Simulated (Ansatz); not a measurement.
Start from `[CH3][Hf]([OH])([OH])[OH]` and change one atom or group to get `[CH3][Hf]([CH3])([OH])[OH]`.

Ansatz, PBE0-D4/def2-TZVP geometries, multiplicity 1. Each molecule was computed in one conformer, which needn't be the lowest.

Elements past krypton have def2 core potentials.

| property | `[CH3][Hf]([OH])([OH])[OH]` |
| --- | --- |
| HOMO–LUMO gap (PBE/def2-TZVPP) / eV | 5.23 |
| LUMO energy (ωB97M-V/def2-TZVPP) / eV | 1.09 |
| LUMO energy (PBE/def2-TZVPP) / eV | -0.65 |
| size of the dipole moment (PBE/def2-TZVPP) / D | 2.25 |
| size of the dipole moment (ωB97M-V/def2-TZVPP) / D | 2.42 |
| HOMO–LUMO gap (B3LYP/def2-TZVPP) / eV | 6.68 |

**Question.** What does the change do to each property? (Estimate.)

**Answer.** Ansatz gave: 
```csv
property,`[CH3][Hf]([CH3])([OH])[OH]`,shift
HOMO–LUMO gap (PBE/def2-TZVPP) / eV,4.85,-0.38
LUMO energy (ωB97M-V/def2-TZVPP) / eV,1.05,-0.04
LUMO energy (PBE/def2-TZVPP) / eV,-0.89,-0.24
size of the dipole moment (PBE/def2-TZVPP) / D,2.34,0.09
size of the dipole moment (ωB97M-V/def2-TZVPP) / D,2.50,0.08
HOMO–LUMO gap (B3LYP/def2-TZVPP) / eV,6.58,-0.10
```

The zero-point energy changes by 56.7 kJ/mol with +6 modes. Dipoles are sizes alone; their direction can turn.

B3LYP here is the variant with VWN-RPA as its local correlation; programs differ in this.
